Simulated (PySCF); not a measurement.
## Relaxation of triplet Hg₂O

All numbers come from UPBE/[O def2-SVP, Hg def2-SVP with ECP60], scalar-relativistic core potentials, density fitting, no spin–orbit coupling, PySCF. A (50,194) grid was used.

A start displaced from a saddle point along its imaginary mode, of C2v symmetry, held to at least that symmetry:

Coordinates in bohr (charge 0 multiplicity 3):
```
O    -0.3860    0.2724    0.0000
Hg    0.0153   -0.0108    4.5270
Hg    0.0153   -0.0108   -4.5270
```

Optimiser trace:
```
step  E − E(last) (kJ/mol)  largest gradient (Eh/bohr)
   0                 28.38                     0.00192
   1                 26.45                     0.00281
   2                 24.06                     0.00424
   3                 19.65                     0.00834
   4                 18.38                     0.00818
   5                  5.92                     0.00601
   6                  0.53                     0.00262
   7                  0.24                     0.00181
   8                  0.01                     0.00019
   9                  0.00                     0.00006
```

It ends at C2v with O–Hg 2.230 Å (×2); Hg–O–Hg 109.3°. The frequency run here used a shortcut that can spoil soft modes, so no verdict on minimum or saddle point is given. Other isomers or separated fragments may lie lower.

No spin–orbit coupling is included, which matters more the heavier the element.

The relaxation took of the order of 50 core-seconds on a shared host.
